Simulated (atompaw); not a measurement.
calcium (Ca): PAW (atompaw) pseudisation with PBEsol, scalar-relativistic reference atom.

- Element: Ca
- Generator: atompaw 4.2.0.5
- Type: PAW
- Functional: PBEsol
- Relativity: scalar-relativistic
- Frozen core: [Ne]
- Valence charge: 10
- Reference configuration: 3s2 3p6 3d0 4s2 4p0
- Partial waves: 3s (bound); 4s (bound); 3p (bound); 4p (bound, empty); 3d (bound, empty); 3d channel at 0.4 Ry
- Local potential: bessel scheme, radius 2.00 bohr
- Core correction: smooth core density matched at 2.15 bohr
- Augmentation charge: sinc compensation charge, radius 1.85 bohr; PAW radius 2.40 bohr; waves and projectors: bloechl

Results:

```json
{
  "Cutoffs needed": "25 Ry and 35 Ry (the cutoffs (Ry, on a coarse ladder) from which the occupation-weighted sum of valence levels, in a spherical-Bessel basis at the reference potential, stays within 10 and 1 mRy of its value at 400 Ry)",
  "Ghost test": "no extra level below or beside the all-electron valence levels (s, p, d, f tested) (spherical-Bessel basis up to 400 Ry, 20 bohr box)",
  "Lowest eigenvalue of the overlap operator": "0.06 (d channel)",
  "Overlap eigenvalues printed by atompaw (projector basis)": "0.0217, 0.616, 1.9, 2.48, 4.9, 19.4",
  "Share of each valence orbital outside the PAW sphere": "3s 1 %, 4s 89 %, 3p 3 %, 4p 96 %, 3d 38 %"
}
```

Generation and tests took about 6.2 s on one core of a shared server CPU.
